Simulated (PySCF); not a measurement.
Interval between two levels of In⁺ by level of theory

In⁺ [Kr] 4d10 5s2 → In⁺ [Kr] 4d9 5s2 6s1 [3D3, M_J = 3], as a difference of total energies. Calculation: PySCF 2.14, in x2c-TZVPall-2c with one added diffuse shell each of s, p, d, f type (9s10p6d3f, 90 functions); the two-component X2C-1e Hamiltonian. Correlated levels: [Ar] 3d10 frozen; the 6 highest virtual spinors dropped. "Screened" scales the spin-orbit matrix elements by Boettger's factors to mimic the two-electron term; Breit and QED terms are absent.

```json
{"method": "GHF (spin-free)", "interval between two levels (cm⁻¹)": "201810"}
{"method": "GMP2 (spin-free)", "interval between two levels (cm⁻¹)": "209280"}
{"method": "GHF (screened spin-orbit)", "interval between two levels (cm⁻¹)": "198930"}
{"method": "GMP2 (screened spin-orbit)", "interval between two levels (cm⁻¹)": "206350"}
```

The labels give the starting determinants; with spin-orbit coupling the two ends relaxed to ⟨J²⟩ = 0.00, ⟨L²⟩ = 0.02, ⟨S²⟩ = 0.02 and ⟨J²⟩ = 12.00, ⟨L²⟩ = 6.02, ⟨S²⟩ = 2.02.

The promoted electron is Rydberg-like, and one or two diffuse shells describe it only roughly, which tends to raise the upper state.
